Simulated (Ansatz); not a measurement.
Consider the germylene loss: `B[BH][GeH3]` → `BB` + `[GeH2]`.

Computed with Ansatz on PBE0-D4/def2-TZVP structures; ΔE is electronic, products minus reactants. CCSD(T)/CBS adds triple-zeta CCSD(T) − MP2 to the extrapolated MP2 energy (def2 sets, frozen cores). DFT in def2-TZVPP. HSE06 is defined as in plane-wave codes. For Ge outer-core shells are correlated without core-valence functions, which leaves a few kJ/mol of doubt a bond. Scalar relativity is left out up to krypton.

CCSD(T)/CBS gives +178.6 kJ/mol.

Task: Another level gave +189.7 kJ/mol. Which?
A. BLYP/def2-TZVPP
B. revPBE/def2-TZVPP
C. RPA@PBE/def2-TZVPP
D. HSE06-D4/def2-TZVPP

Result: D. HSE06-D4 189.7, RPA@PBE/def2-TZVPP 166.2, revPBE 160.3, BLYP 139.5 kJ/mol.

Task: What do rigid-rotor, harmonic-oscillator terms from PBE0-D4/def2-TZVP frequencies (298.15 K, 1 bar) make of the CCSD(T)/CBS value? (Estimate.)

Result: Ansatz gave: ΔZPE = -12.8 kJ/mol, ΔH = +169.5 kJ/mol, ΔS = 126 J/(mol·K), ΔG = +131.9 kJ/mol.

Largest T1 diagnostic among the species: 0.013.

The D4 term adds +10.6 kJ/mol with B3LYP and +5.7 kJ/mol with PBE0; it sums over pairs of atoms, weighted by their polarisabilities, and B3LYP, whose exchange is more repulsive, gets the larger term. Leaving LDA and LC-ωPBE aside and taking each functional with its dispersion term where it has one, the values, not all of them listed here, spread over 43.2 kJ/mol, from BLYP-D4 to r2SCAN-D4. LDA lies +47.0 kJ/mol from PBE without D4.

B3LYP here is the variant with VWN-RPA as its local correlation; programs differ in this.
